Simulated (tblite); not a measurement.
Run record: molecular-dynamics run, `C/C(CF)=C(/C#N)C(F)F`.

Computed with GFN2-xTB (tblite), gas phase: Langevin dynamics at 300 K from the optimised GFN2-xTB geometry, time step 0.5 fs, friction 0.01 fs⁻¹, 2000 steps. The input is one job of a driver script: a line of settings, then coordinates in Å. «temperature» is in K, «steps» counts time steps and «every» is the stride of the printed frames; «frames» go on to single points.

Command:
```bash
OMP_NUM_THREADS=1 python probes_run.py task.json out
```

Input:
```
{"job": {"kind": "md", "xc": "GFN2-xTB", "basis": "xTB", "temperature": 300, "steps": 2000, "every": 50, "frames": 5}, "charge": 0, "multiplicity": 1}
C      1.110443    -1.243576     0.297351
C      0.487721     0.074906     0.030813
C      1.425271     1.246336    -0.083334
F      2.715920     0.882353     0.177673
C     -0.835411     0.284333    -0.118425
C     -1.344195     1.577090    -0.368197
N     -1.763428     2.625088    -0.569489
C     -1.874357    -0.806249    -0.034160
F     -1.844143    -1.428788     1.172095
F     -1.653333    -1.777475    -0.957025
H      1.833771    -1.464048    -0.488355
H      1.669633    -1.192223     1.232206
H      0.387450    -2.048996     0.356320
H      1.162051     2.038611     0.627829
H      1.408843     1.663624    -1.098274
H     -2.893833    -0.422043    -0.188439
```

Output:
```
t/fs     T/K      E/eV
    0.0   244.0   -897.10689
   25.0   159.0   -896.87952
   50.0   163.7   -896.76806
   75.0   198.5   -896.82804
  100.0   158.1   -896.67180
  125.0   306.8   -896.79442
  150.0   276.4   -896.59556
  175.0   292.1   -896.61358
  200.0   198.9   -896.71104
  225.0   177.0   -896.69043
  250.0   255.9   -896.69170
  275.0   239.7   -896.78355
  300.0   205.1   -896.61742
  325.0   292.4   -896.77558
  350.0   364.3   -896.72362
  375.0   308.1   -896.63747
  400.0   357.1   -896.69320
  425.0   235.1   -896.53176
  450.0   299.8   -896.55635
  475.0   234.9   -896.30825
  500.0   332.0   -896.54072
  525.0   309.5   -896.57507
  550.0   383.8   -896.67154
  575.0   298.8   -896.62466
  600.0   290.7   -896.57876
  625.0   369.4   -896.69665
  650.0   216.4   -896.54434
  675.0   344.6   -896.71178
  700.0   325.2   -896.58381
  725.0   279.1   -896.53432
  750.0   198.0   -896.25475
  775.0   375.6   -896.45797
  800.0   368.7   -896.26685
  825.0   439.1   -896.26460
  850.0   321.8   -896.15599
  875.0   329.4   -896.13114
  900.0   311.6   -896.09878
  925.0   517.5   -896.40155
  950.0   502.7   -896.32792
  975.0   368.9   -896.24231
 1000.0   429.8   -896.61150
```

E is the potential energy; T comes from the kinetic energy over all 3N coordinates.

Q: Sum up the printed frames.

A: 41 frames over 1000 fs. T runs from 158 K (100 fs) to 518 K (925 fs), with a mean of 300 K over all frames and 348 K from 500 fs on. E starts at -897.107 eV, peaks 1.008 eV above that at 900 fs, and averages 0.665 eV above it from 500 fs on.

Q: Give the last frame.

A: 0.56 Å rms from the start after alignment:
```
atom  x, y, z in Å  |  force x, y, z in eV/Å
C1      0.419   -1.296    1.178   -0.119   0.476   0.119
C2     -0.070    0.087    1.011    1.248   1.508  -0.506
C3      0.986    1.099    0.516   -0.249  -0.314  -0.990
F4      1.483    0.709   -0.722   -0.067  -0.385   0.296
C5     -1.290    0.582    1.210   -1.778  -0.604   0.024
C6     -1.605    1.906    0.780    0.623  -1.856   0.858
N7     -1.652    2.963    0.375   -0.557   1.632  -0.513
C8     -2.535   -0.291    1.562    2.152  -0.461  -0.685
F9     -2.312   -1.225    2.530   -0.006   0.542  -0.340
F10    -2.906   -0.966    0.450    0.166  -0.530  -0.324
H11     1.111   -1.480    0.360    0.213  -0.206   0.255
H12     0.873   -1.416    2.168    0.134  -0.037  -0.352
H13    -0.418   -1.956    1.103   -0.374  -0.658   0.007
H14     1.832    1.161    1.159    0.784  -0.302   0.775
H15     0.680    2.124    0.311   -0.614  -0.035   0.318
H16    -3.364    0.301    1.770   -1.557   1.230   1.056
```

Q: How long does this job take on Intel Xeon at 2.50 GHz, one thread, on a shared host? And the peak memory of the process?

A: About 37 s, with 0.18 GiB resident at the peak, the Python interpreter and its libraries included.
